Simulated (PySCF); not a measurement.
SMILES C1=C\C=C/C(Br)=C\C=C/1, C₈H₇Br

Cartesian coordinates in Å; atom numbers follow the order of the lines, from 1:
```xyz
16

Br    2.8528    0.1056    0.5006
C     1.1785    0.2509   -0.3992
C     0.5161    1.4148   -0.3529
C    -0.7482    1.6958   -1.0424
C    -1.8961    1.0086   -0.9297
C    -2.1409   -0.1806   -0.1069
C    -1.4571   -1.3364   -0.1278
C    -0.3191   -1.6627   -0.9925
C     0.8219   -0.9710   -1.1293
H     0.9779    2.2511    0.1833
H    -0.7608    2.6152   -1.6408
H    -2.7766    1.4117   -1.4455
H    -3.0311   -0.1328    0.5326
H    -1.8297   -2.1598    0.4936
H    -0.4011   -2.6065   -1.5461
H     1.6069   -1.3741   -1.7790
```

Method: quadratic response CAM-B3LYP/aug-cc-pVDZ first hyperpolarisability, Taylor convention, gas phase in PySCF. Geometry: PBE0-D3(BJ)/def2-SVP.

The calculation is non-relativistic, which matters for the atoms heavier than Zn.

(1) Give β for the processes computed.

(2) Which lowest excitations, dipole and polarisabilities go with it?

Results:

(1) In au, Taylor convention; the vector part is βᵢ = ⅓ Σⱼ (βᵢⱼⱼ + βⱼᵢⱼ + βⱼⱼᵢ); β∥ is 3/5 of the vector part along the dipole, the dipole points from − to +:
| process | λ (nm) | β vector norm | β∥ | β HRS | depolarisation ratio |
| --- | --- | --- | --- | --- | --- |
| static β(0;0,0) | ∞ | 73.5 | -29.4 | 43.1 | 2.53 |
| second harmonic β(−2ω;ω,ω) | 1907 | 82.3 | -33.4 | 47.4 | 2.58 |
| Pockels β(−ω;ω,0) | 1907 | 76.3 | -30.7 | – | – |
| second harmonic β(−2ω;ω,ω) | 1064 | 108.2 | -45.8 | 59.8 | 2.72 |
| Pockels β(−ω;ω,0) | 1064 | 83.0 | -33.7 | – | – |

(2) S1 3.72 eV (f = 0.001); S2 5.08 eV (f = 0.010); S3 5.37 eV (f = 0.054); dipole 2.00 D; isotropic α 117.2 au static, 117.7 au at 1907 nm, 118.8 au at 1064 nm, 119.2 au at 953.5 nm, 124.2 au at 532 nm.
